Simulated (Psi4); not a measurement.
C₂H₆N, doublet, geometry from GFN2-xTB; MP2/STO-3G (Psi4 1.11).

Psi4 was given this input:
```
memory 2 GB

molecule {
0 2
C    -0.10972354   -0.15634997    1.26440068
N     0.10982201    0.48479466    0.05186353
C    -0.00538562   -0.28027714   -1.16365005
H     0.06635704    0.43135103    2.14529827
H    -0.90801326   -0.87495642    1.27945416
H     0.91108639    1.10326556    0.06436137
H     0.81807734   -0.99357777   -1.30516267
H    -0.02617055    0.40042004   -2.01496601
H    -0.93943611   -0.84030228   -1.13653354
}

set {
  basis sto-3g
  reference uhf
  freeze_core true
  mp2_type conv
  scf_type pk
  puream true
  d_convergence 1e-8
}

energy('mp2')
print_variables()
```

Problem. Predict the main parts of the log of this Psi4 run.

Solution. 
```
   => Loading Basis Set <=

    Name: STO-3G
    Role: ORBITAL
    Keyword: BASIS

         ---------------------------------------------------------
                                   SCF
               by Justin Turney, Rob Parrish, Andy Simmonett
                          and Daniel G. A. Smith
                              UHF Reference
         ---------------------------------------------------------

  ==> Geometry <==

    Molecular point group: c1
    Full point group: C1

    Geometry (in Angstrom), charge = 0, multiplicity = 2:

       Center              X                  Y                   Z               Mass
    ------------   -----------------  -----------------  -----------------  -----------------
         C           -0.111490293513    -0.173812737530     1.242604167770    12.000000000000
         N            0.108055256487     0.467331892470     0.030067017770    14.003074004430
         C           -0.007152373513    -0.297739907530    -1.185446562230    12.000000000000
         H            0.064590286487     0.413888262470     2.123501757770     1.007825032230
         H           -0.909780013513    -0.892419187530     1.257657647770     1.007825032230
         H            0.909319636487     1.085802792470     0.042564857770     1.007825032230
         H            0.816310586487    -1.011040537530    -1.326959182230     1.007825032230
         H           -0.027937303513     0.382957272470    -2.036762522230     1.007825032230
         H           -0.941202863513    -0.857765047530    -1.158330052230     1.007825032230

  Running in c1 symmetry.

  Rotational constants: A =      1.43381  B =      0.32885  C =      0.28610 [cm^-1]
  Rotational constants: A =  42984.59553  B =   9858.60968  C =   8577.15706 [MHz]
  Nuclear repulsion =   78.055384896239119

  Charge       = 0
  Multiplicity = 2
  Electrons    = 25
  Nalpha       = 13
  Nbeta        = 12

  ==> Algorithm <==

  SCF Algorithm Type is PK.
  DIIS enabled.
  MOM disabled.
  Fractional occupation disabled.
  Guess Type is SAD.
  Energy threshold   = 1.00e-08
  Density threshold  = 1.00e-08
  Integral threshold = 1.00e-12

  ==> Primary Basis <==

  Basis Set: STO-3G
    Blend: STO-3G
    Number of shells: 15
    Number of basis functions: 21
    Number of Cartesian functions: 21
    Spherical Harmonics?: true
    Max angular momentum: 1

  ==> Integral Setup <==

  Using in-core PK algorithm.
   Calculation information:
      Number of atoms:                   9
      Number of AO shells:              15
      Number of primitives:             45
      Number of atomic orbitals:        21
      Number of basis functions:        21

      Integral cutoff                 1.00e-12
      Number of threads:                 1

  Performing in-core PK
  Using 53592 doubles for integral storage.
  We computed 7137 shell quartets total.
  Whereas there are 7260 unique shell quartets.

  ==> DiskJK: Disk-Based J/K Matrices <==

    J tasked:                  Yes
    K tasked:                  Yes
    wK tasked:                  No
    Schwarz Cutoff:          1E-12

  Minimum eigenvalue in the overlap matrix is 2.1872117102E-01.
  Reciprocal condition number of the overlap matrix is 9.1109386014E-02.
    Using symmetric orthogonalization.

  ==> Pre-Iterations <==

  SCF Guess: Superposition of Atomic Densities via on-the-fly atomic UHF (no occupation information).

   -------------------------
    Irrep   Nso     Nmo
   -------------------------
     A         21      21
   -------------------------
    Total      21      21
   -------------------------

  ==> Iterations <==

                        Total Energy        Delta E     RMS |[F,P]|

   @UHF iter SAD:  -129.44835302789488   -1.29448e+02   0.00000e+00
   @UHF iter   1:  -131.94669390955758   -2.49834e+00   6.90596e-03 ADIIS/DIIS
   @UHF iter   2:  -131.96686316348865   -2.01693e-02   2.41688e-03 ADIIS/DIIS
   @UHF iter   3:  -131.97041438865134   -3.55123e-03   1.22305e-03 ADIIS/DIIS
[...]
  @UHF Final Energy:  -131.97239732473699
    Total Energy =                       -131.9723973247369884
  DIE_IF_NOT_CONVERGED          => (empty)
[...]
  ORTH_TYPE                     => (empty)
  OS_SCALE                      => (empty)
  PARENT_SYMMETRY               => (empty)
  PCG_BETA_TYPE                 => (empty)
  PCG_CONVERGENCE               => (empty)
  PCG_MAXITER                   => (empty)
  PCM                           => (empty)
  PE                            => (empty)
  PRINT                         => (empty)
  PRINT_NOONS                   => (empty)
  PROPERTIES                    => (empty)
  PROPERTIES_ORIGIN             => (empty)
  PUREAM                        => TRUE            !
  QC_MODULE                     => (empty)
  RAS1                          => (empty)
  RAS2                          => (empty)
  RAS3                          => (empty)
  RAS4                          => (empty)
  RELATIVISTIC                  => (empty)
  RELAXED                       => (empty)
  REMP_A                        => (empty)
  RESTRICTED_DOCC               => (empty)
  RESTRICTED_UOCC               => (empty)
  RMS_MOGRAD_CONVERGENCE        => (empty)
  R_CONVERGENCE                 => (empty)
  SCF_TYPE                      => PK              !
  SCREENING                     => (empty)
  SCS_TYPE                      => (empty)
  SOCC                          => (empty)
  SOS_TYPE                      => (empty)
  SPIN_SCALE_TYPE               => NONE            !
  SS_SCALE                      => (empty)
  SYMMETRIZE                    => (empty)
  TPDM_ABCD_TYPE                => (empty)
  WFN                           => (empty)
  WFN_TYPE                      => OMP2            !
  WRITER_FILE_LABEL             => (empty)
  ZORA_BASIS_TOLERANCE          => (empty)
  ZORA_NR_DEBUG                 => (empty)
  ZORA_PRUNING_SCHEME           => (empty)
  ZORA_RADIAL_POINTS            => (empty)
  ZORA_SPHERICAL_POINTS         => (empty)

 ==============================================================================
 ==============================================================================
 ==============================================================================

                             MP2
                    Program Written by Ugur Bozkaya,
              Additional Contributions by J. P. Misiewicz

 ==============================================================================
 ==============================================================================
 ==============================================================================

	MO spaces per irreps...

	IRREP   FC   AOCC  BOCC  AVIR    BVIR  FV
	==========================================
	   A     3    10     9     8      9     0
	==========================================

	Computing MP2 energy using SCF MOs (Canonical MP2)...
	==============================================================================
	Nuclear Repulsion Energy (a.u.)    :    78.05538489623912
	SCF Energy (a.u.)                  :  -131.97239732473699
	REF Energy (a.u.)                  :  -131.97239732473699
	Alpha-Alpha Contribution (a.u.)    :    -0.00582805461980
	Alpha-Beta Contribution (a.u.)     :    -0.11834991931754
	Beta-Beta Contribution (a.u.)      :    -0.00945743107232
	Scaled_SS Correlation Energy (a.u.):    -0.00509516189737
	Scaled_OS Correlation Energy (a.u.):    -0.14201990318105
	SCS-MP2 Total Energy (a.u.)        :  -132.11951238981541
	SOS-MP2 Total Energy (a.u.)        :  -132.11441722791804
	SCSN-MP2 Total Energy (a.u.)       :  -131.99929977955512
	SCS-MP2-VDW Total Energy (a.u.)    :  -132.13152796430950
	SOS-PI-MP2 Total Energy (a.u.)     :  -132.13808721178154
	MP2 Correlation Energy (a.u.)      :    -0.13363540500966
	MP2 Total Energy (a.u.)            :  -132.10603272974666
	==============================================================================

  Variable Map:
  ----------------------------------------------------------------------------
[...]
  Array Variable Map:
  ----------------------------------------------------------------------------
[...]
[...]
```
